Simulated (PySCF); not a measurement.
ECD: SMILES FB(F)[C@H]1CC[C@@H]1F, C4H6BF3

Geometry (Å), atoms numbered from 1 in this order:
```xyz
14

F     2.229   -1.289   -0.596
B     1.964   -0.326    0.265
F     3.020    0.122    0.909
C     0.509    0.245    0.457
C    -0.193    0.860   -0.788
C    -1.481    0.105   -0.431
C    -0.670   -0.755    0.538
F    -1.206   -0.894    1.792
H     0.447    0.931    1.303
H    -0.251    1.945   -0.798
H     0.249    0.514   -1.720
H    -1.985   -0.420   -1.238
H    -2.198    0.723    0.103
H    -0.436   -1.762    0.183
```

Theory: TDDFT LC-wPBE/def2-SVPD circular dichroism and optical rotation, one conformer, gas phase in PySCF. Geometry: GFN2-xTB.

The molecule is flexible and this is one conformer; a measurement averages over conformers.

Assign R or S to each stereocentre.

C4 S, C7 S.

Which excitations and rotatory strengths does the calculation give?

Rotatory strengths R in 10⁻⁴⁰ esu² cm², velocity form and length form (origin at the centre of mass); f in length form.
| state | E (eV) | λ (nm) | f | R (velocity) | R (length) | main |
| --- | --- | --- | --- | --- | --- | --- |
| 1 | 7.88 | 157 | 0.015 | -6.9 | -6.8 | HOMO→LUMO+1 0.69 |
| 2 | 8.57 | 145 | 0.025 | +4.1 | +4.3 | HOMO−1→LUMO+1 0.82 |
| 3 | 9.11 | 136 | 0.012 | -9.7 | -10.0 | HOMO−2→LUMO+1 0.31, HOMO→LUMO+1 0.15 |
| 4 | 9.24 | 134 | 0.006 | +23.9 | +25.1 | HOMO→LUMO 0.38, HOMO−3→LUMO+1 0.14 |
| 5 | 9.36 | 132 | 0.025 | +28.2 | +28.3 | HOMO→LUMO+3 0.39, HOMO→LUMO 0.26 |
| 6 | 9.43 | 131 | 0.047 | -33.5 | -34.1 | HOMO−1→LUMO 0.46, HOMO−1→LUMO+3 0.16 |
| 7 | 9.52 | 130 | 0.017 | +16.8 | +17.2 | HOMO−1→LUMO+3 0.50, HOMO−1→LUMO 0.12 |
| 8 | 9.76 | 127 | 0.003 | +4.9 | +4.6 | HOMO→LUMO+2 0.66 |

Among the states computed, the strongest CD band (largest |R|) is state 6. The largest dissymmetry factor in size, g = 4R/(D+G), with D and G the electric and magnetic dipole strengths, is +0.062 for state 4 (velocity form, f = 0.005), among bands with |R| over 0.5. The mirror image has the same energies and oscillator strengths and all R with the opposite sign.
